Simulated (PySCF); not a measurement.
SMILES O[Si](Cl)(Cl)O, PBE0/def2-SVP optimised geometry.

```
7

O     -1.37    -1.35    -1.28
Si    -0.70    -0.57     0.00
O      0.94    -0.57     0.00
Cl    -1.42    -1.52     1.66
Cl    -1.24     1.40     0.00
H     -1.31    -0.91    -2.13
H      1.37    -1.40     0.21
```

Density from PBE0/def2-TZVP (PySCF 2.14.0) at that geometry.

Minimum of the electron density along straight lines between bonded atoms, close to the bond critical point (lines longer than 1.1 times the sum of covalent radii, or with two minima, are not listed):

```tsv
bond	length / Å	ρ at the minimum / e bohr⁻³	∇²ρ there / e bohr⁻⁵	position (fraction from the first atom)
O1–Si2	1.640	0.144	0.82	0.59
Si2–O3	1.640	0.144	0.82	0.41
Si2–Cl4	2.043	0.104	0.23	0.36
Si2–Cl5	2.043	0.104	0.23	0.36
O1–H6	0.963	0.352	-2.41	0.81
O3–H7	0.963	0.352	-2.41	0.81
```
